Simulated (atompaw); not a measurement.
**Scattering properties, PAW (atompaw) potential for scandium (Sc)**

scandium, PAW, made with atompaw 4.2.0.5 (LDA (PW92), scalar-relativistic). Core [Ar], reference 3d1 4s2 4p0. Waves: 4s (bound): rc 2.65 bohr; 4s channel at 1.5 Ry: rc 2.65 bohr; 4p (bound, empty): rc 1.25 bohr; 4p channel at 0.55 Ry: rc 1.25 bohr; 3d (bound): rc 2.65 bohr; 3d channel at 0.55 Ry: rc 2.65 bohr. Local part: ultrasoft scheme with l = 3 at 0 Ry, radius 1.80 bohr. Core correction: smooth core density matched at 1.50 bohr. Augmentation charge: besselshape compensation charge, radius 2.30 bohr; PAW radius 2.65 bohr; waves and projectors: custom rrkj vanderbiltortho.

The phase is arctan(r·u′/u) with u = r·R(r), unwrapped; energies in Ry, scanned from -2 to 5 Ry. A pole is an energy at which the radial function vanishes at the test radius. The pseudo phase is shifted by a multiple of π to meet the all-electron one at the reference energy, and phase errors are pseudo minus all-electron; the curves can meet again beyond the range given. Levels narrower than the energy grid can be missing from the lists of poles. Where the grid stepped over a known ghost or core level, its pole and its step of π were put in at the level’s energy.

**Question.** For each channel, where are the poles, and over which energies does the pseudopotential scatter like the atom?

**Answer.**

```
channel  radius (bohr)  reference energy (Ry)  poles, all-electron  poles, pseudo  unbroken range about the reference energy with phases within 0.05 rad  phase error 1 Ry above the reference energy (rad)
      s           2.66                  -0.32                 2.46    -1.34, 2.45                                                            -1.3 to 4.6                                             -0.000
      p           2.66                  -0.11                 3.32           3.32                                                        the whole range                                             +0.000
      d           2.66                  -0.25           0.09, 4.57     0.09, 2.87                                                              below 1.3                                             -0.001
```

Note: ghost states, extra bound levels that the all-electron valence spectrum of the same l lacks: p at -33.6 eV, s at -18.3 eV. A true bound ghost makes a file unfit for plane-wave use. The 4p radius (1.25 bohr) lies inside the outermost node of the all-electron wave (1.49 bohr), which a nodeless pseudo-wave cannot match soundly.

Phases in the d channel:

| E (Ry) | all-electron | pseudo |
| --- | --- | --- |
| -2.00 | 1.298 | 1.289 |
| -1.76 | 1.277 | 1.268 |
| -1.52 | 1.249 | 1.240 |
| -1.28 | 1.211 | 1.203 |
| -1.04 | 1.152 | 1.144 |
| -0.80 | 1.044 | 1.036 |
| -0.56 | 0.760 | 0.753 |
| -0.32 | -0.435 | -0.436 |
| -0.08 | -1.384 | -1.385 |
| 0.16 | -1.622 | -1.623 |
| 0.40 | -1.737 | -1.737 |
| 0.64 | -1.823 | -1.823 |
| 0.88 | -1.909 | -1.912 |
| 1.12 | -2.013 | -2.030 |
| 1.36 | -2.165 | -2.236 |
| 1.60 | -2.419 | -2.710 |
| 1.84 | -2.874 | -3.640 |
| 2.08 | -3.499 | -4.242 |
| 2.32 | -3.970 | -4.489 |
| 2.56 | -4.230 | -4.615 |
| 2.80 | -4.379 | -4.694 |
| 3.04 | -4.473 | -4.752 |
| 3.28 | -4.538 | -4.798 |
| 3.52 | -4.586 | -4.839 |
| 3.76 | -4.624 | -4.877 |
| 4.00 | -4.654 | -4.915 |
| 4.24 | -4.681 | -4.955 |
| 4.48 | -4.704 | -4.998 |
| 4.72 | -4.726 | -5.048 |
| 4.96 | -4.746 | -5.106 |
